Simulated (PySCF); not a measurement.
Adding and removing an electron: SnPb

PBE0; PySCF, scalar-relativistic core potentials, basis sets Sn def2-SVP with ECP28, Pb def2-SVP with ECP60. Neutral (UKS): triplet (π ↑↑), Re = 2.826 Å, ωe = 169 cm⁻¹, De = 2.25 eV, HOMO -4.91 eV, LUMO -3.03 eV.

SnPb⁺ (UKS): quartet (σ ↑, π ↑↑), Re = 2.859 Å, ωe = 148 cm⁻¹. The energies at the minima are -407.16986 hartree for SnPb and -406.92159 for SnPb⁺.

(1) Work out the adiabatic ionisation energy, without and with harmonic zero-point energies (1 hartree = 27.2114 eV, 1 eV = 8065.5 cm⁻¹), and the change of the bond length.

These are scalar-relativistic numbers at best; spin–orbit coupling would shift them, the dissociation energy most. States were picked by a PBE0 search and need not be the measured ground states.

## Answers

(1) At PBE0: 0.24827 hartree = 6.756 eV between the minima; the zero-point term (148.0 − 169.0)/2 cm⁻¹ = -0.001 eV makes it 6.754 eV. Re changes by +3.3 pm against the neutral. The electron leaves a σ orbital, and the longer bond of the ion fits a bonding orbital, or a change in how ionic the bond is.
